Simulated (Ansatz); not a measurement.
Reaction (ligand exchange at the Si–N bond): `BN([SiH3])[SiH2]F` + PH₃ → `F[SiH2]P` + `BN[SiH3]`

Computed with Ansatz on PBE0-D4/def2-TZVP structures; ΔE is electronic, products minus reactants. CCSD(T)/CBS is the MP2 limit (def2-TZVPP, def2-QZVPP) plus CCSD(T) − MP2 in def2-TZVPP, frozen cores. This one scheme is used for every species. Functionals use def2-TZVPP. B3LYP here is the variant with VWN-RPA as its local correlation; programs differ in this. One conformer a species, not always the lowest.

```json
{"level": "PBE-D4", "ΔE (kJ/mol)": "25.5", "difference from CCSD(T)/CBS": "-17.8"}
{"level": "r2SCAN-D4", "ΔE (kJ/mol)": "35.2", "difference from CCSD(T)/CBS": "-8.1"}
{"level": "PBE0-D4", "ΔE (kJ/mol)": "31.0", "difference from CCSD(T)/CBS": "-12.3"}
{"level": "B3LYP-D4", "ΔE (kJ/mol)": "40.5", "difference from CCSD(T)/CBS": "-2.8"}
{"level": "ωB97X-V", "ΔE (kJ/mol)": "40.2", "difference from CCSD(T)/CBS": "-3.1"}
{"level": "ωB97M-V", "ΔE (kJ/mol)": "43.1", "difference from CCSD(T)/CBS": "-0.2"}
{"level": "B2PLYP", "ΔE (kJ/mol)": "40.2", "difference from CCSD(T)/CBS": "-3.1"}
{"level": "PBE", "ΔE (kJ/mol)": "21.0", "difference from CCSD(T)/CBS": "-22.3"}
{"level": "r2SCAN", "ΔE (kJ/mol)": "33.8", "difference from CCSD(T)/CBS": "-9.5"}
{"level": "PBE0", "ΔE (kJ/mol)": "27.0", "difference from CCSD(T)/CBS": "-16.3"}
{"level": "B3LYP", "ΔE (kJ/mol)": "33.4", "difference from CCSD(T)/CBS": "-9.9"}
{"level": "HF/def2-TZVPP", "ΔE (kJ/mol)": "49.7", "difference from CCSD(T)/CBS": "6.4"}
{"level": "MP2/def2-TZVPP", "ΔE (kJ/mol)": "48.3", "difference from CCSD(T)/CBS": "5.0"}
{"level": "SCS-MP2/def2-TZVPP", "ΔE (kJ/mol)": "49.6", "difference from CCSD(T)/CBS": "6.3"}
{"level": "CCSD/def2-TZVPP", "ΔE (kJ/mol)": "46.7", "difference from CCSD(T)/CBS": "3.4"}
{"level": "CCSD(T)/def2-TZVPP", "ΔE (kJ/mol)": "46.0", "difference from CCSD(T)/CBS": "2.7"}
{"level": "HF/def2-QZVPP", "ΔE (kJ/mol)": "50.9", "difference from CCSD(T)/CBS": "7.6"}
{"level": "MP2/def2-QZVPP", "ΔE (kJ/mol)": "47.2", "difference from CCSD(T)/CBS": "3.9"}
{"level": "SCS-MP2/def2-QZVPP", "ΔE (kJ/mol)": "48.4", "difference from CCSD(T)/CBS": "5.1"}
{"level": "HF/CBS(def2)", "ΔE (kJ/mol)": "51.0", "difference from CCSD(T)/CBS": "7.7"}
{"level": "MP2/CBS(def2)", "ΔE (kJ/mol)": "45.6", "difference from CCSD(T)/CBS": "2.3"}
{"level": "CCSD/CBS(def2)", "ΔE (kJ/mol)": "44.1", "difference from CCSD(T)/CBS": "0.8"}
{"level": "CCSD(T)/CBS", "ΔE (kJ/mol)": "43.3", "difference from CCSD(T)/CBS": "0"}
```

Largest T1 diagnostic among the species: 0.013.

The D4 term adds +7.1 kJ/mol with B3LYP and +4.0 kJ/mol with PBE0; it sums over pairs of atoms, weighted by their polarisabilities, and B3LYP, whose exchange is more repulsive, gets the larger term. From PBE to PBE0 (25 % exact exchange), in def2-TZVPP and without D4, ΔE moves by +6.0 kJ/mol.
